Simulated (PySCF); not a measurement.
F₂H₄SSi₂, SMILES F[SiH2]S[SiH2]F. Heavy atoms are numbered as in [SiH2:1]([F:2])[S:3][SiH2:4][F:5]. Hydrogens are named by the atom that carries them.

Geometry: TPSSh-D3(BJ)/def2-SVP. The values are those of a single conformer.

Computed with PySCF with PBE0/pcSseg-1.

GIAO shieldings, no solvent; atoms alike by connectivity are averaged. δ = σ(ref) − σ: ²⁹Si against TMS (σ = 352.7 ppm); ¹⁹F against CFCl3 (σ = 167.2 ppm); ³³S against H2S (σ = 716.7 ppm); ¹H against TMS (σ = 31.56 ppm), references at their B3LYP-D3(BJ)/def2-TZVP geometries, non-relativistic.

Estimate the chemical shifts. (An estimate is asked for; the answer gives what the named calculation found.)


```
nucleus       atoms  count  δ (ppm)
-------  ----------  -----  -------
²⁹Si     Si1 (SiH2)      2      7.3
¹⁹F              F2      2   -191.3
³³S              S3      1     63.3
¹H         H on Si1      4     5.81
```
